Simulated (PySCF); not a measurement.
Isomers of C7H13P, one conformer each; single-point electronic energies without zero-point terms and without any empirical dispersion term.

Computed with PySCF at PBE0/pcSseg-1, non-relativistic, each on one gas-phase PBE0-D3(BJ)/def2-SVP geometry that isn't relaxed in the solvent. The solvent is an IEF-PCM continuum (Bondi radii, 1.10 Å for H, scaled by 1.2). The model holds no explicit solvent molecules, cavitation or dispersion.

| isomer | relative energy, gas (kcal/mol) | dipole (D) |
| --- | --- | --- |
| `CC#CP(C)C(C)C` | 0.0 | 1.62 |
| `CC#CPC(C)(C)C` | 3.1 | 1.65 |

How do the relative energies look in acetonitrile (ε = 35.69)?

| isomer | relative energy, solvent (kcal/mol) | E(solvent) − E(gas) (kcal/mol) | dipole in solvent (D) |
| --- | --- | --- | --- |
| `CC#CP(C)C(C)C` | 0.0 | -4.3 | 2.19 |
| `CC#CPC(C)(C)C` | 3.6 | -3.8 | 2.17 |

The order is unchanged. Conformers: `[CH3:1][C:2]#[C:3][P:4]([CH3:5])[CH:6]([CH3:7])[CH3:8]` with C3–P4–C6–C7 171°. `CC#CP(C)C(C)C` gains most from the continuum, while `CC#CPC(C)(C)C` has the largest gas-phase dipole. The gains span 0.5 kcal/mol, the gas-phase energies 3.1 kcal/mol.
